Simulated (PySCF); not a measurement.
Cu2 (singlet state).
SMILES: `[Cu][Cu]`

Computed with PBE0-D3(BJ)/def2-TZVP geometry optimisation, gas phase in PySCF 2.14.0.

Take the most abundant isotopes and a rigid rotor. 

Question: What are the moment of inertia and the rotational constant?

Answer: I = 164.204 u·Å², B = 505379 MHz·u·Å²/I = 3078 MHz (0.1027 cm⁻¹, or 0.148 K as hB/k). For two atoms I = μr² with μ = 31.4648 u and r = 2.2844 Å.

Question: List the first levels of a rigid rotor in a Σ state.

Answer: E(J) = BJ(J+1): J = 1: 0.205, J = 2: 0.616, J = 3: 1.232, J = 4: 2.053, J = 5: 3.080, J = 6: 4.312 cm⁻¹.

Question: Has it a pure rotational spectrum?

Answer: Not by electric dipole: D∞h allows no dipole (computed 0.00 D). Rotational Raman lines (ΔJ = 2) lie at B(4J + 6), spaced by 4B = 0.411 cm⁻¹, with nuclear-spin weights that differ between even and odd J.

Question: Estimate the classical rotational partition function at 10 K, 50 K and 200 K.

Answer: Point group D∞h, symmetry number σ = 2; q = kT/(σhB), k/h = 20836.6 MHz/K: 33.9 at 10 K, 169 at 50 K, 677 at 200 K.

No frequency check. Isolated species at its PBE0-D3(BJ)/def2-TZVP geometry, gas phase. Zero-point vibration and centrifugal distortion are left out.
